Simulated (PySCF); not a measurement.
Fill in the blanks.

C4H16N2OSi2.
SMILES: `C[Si@](N)(O)NCCC[SiH3]`

```json
{"property": "point group of the GFN2-xTB geometry", "level": "GFN2-xTB", "value": "?"}
{"property": "rotational constants A, B, C of the GFN2-xTB geometry", "level": "GFN2-xTB", "value": "1.942, 0.531, 0.485 GHz"}
{"property": "dipole moment", "level": "PBE0/pcSseg-1", "value": "1.73 D"}
{"property": "HOMO energy", "level": "PBE0/pcSseg-1", "value": "?"}
{"property": "LUMO energy", "level": "PBE0/pcSseg-1", "value": "?"}
{"property": "13C chemical shifts (computed TMS as zero) by class", "level": "GIAO PBE0/pcSseg-1", "value": "?"}
{"property": "1H chemical shifts (computed TMS as zero) by class", "level": "GIAO PBE0/pcSseg-1", "value": "?"}
{"property": "isotropic shieldings of nuclei other than C and H, by class", "level": "GIAO PBE0/pcSseg-1", "value": "?"}
```

Electronic properties: PySCF, gas phase, density fitting. NMR classes are plain means over equivalent atoms (diastereotopic ones count apart unless rotation or inversion swaps them), as if these changed places fast; in this geometry the members of some classes differ.

Question: The isotropic shieldings of nuclei other than C and H, by class?

Answer: 204 (1 N), 233 (1 N), 299 (1 O), 373 (1 Si), 420 (1 Si) ppm.

Question: What are the 13C chemical shifts (computed TMS as zero) by class?

Answer: 49.1 (1 C), 37.1 (1 C), 9.4 (1 C), -0.1 (1 C) ppm.

Question: The 1H chemical shifts (computed TMS as zero) by class?

Answer: 3.82 (3 H), 3.60 (1 H), 3.37 (1 H), 2.67 (1 H), 1.56 (1 H), 1.04 (1 H), 0.92 (1 H), 0.65 (2 H), 0.24 (1 H), -0.04 (1 H), -0.08 (3 H) ppm.

Question: The point group of the GFN2-xTB geometry?

Answer: C1.

Question: What is the HOMO energy?

Answer: -6.49 eV.

Question: The LUMO energy?

Answer: 0.91 eV.

The rotational constants make it an asymmetric top with κ = (2B − A − C)/(A − C) = -0.94, nearer the prolate limit (−1). The dipole matches unit charges of opposite sign 0.36 Å apart (1 e·Å = 4.8032 D).

For the NMR shielding job (PBE0/pcSseg-1), the run took 3.5 min of wall time (with the writing of density and orbital grids) on one thread, Intel Xeon at 2.50 GHz (x86_64), shared host with 64 logical CPUs at a one-minute load of 63, and the process peaked at 1.1 GiB of memory.

One conformer stands for the species.
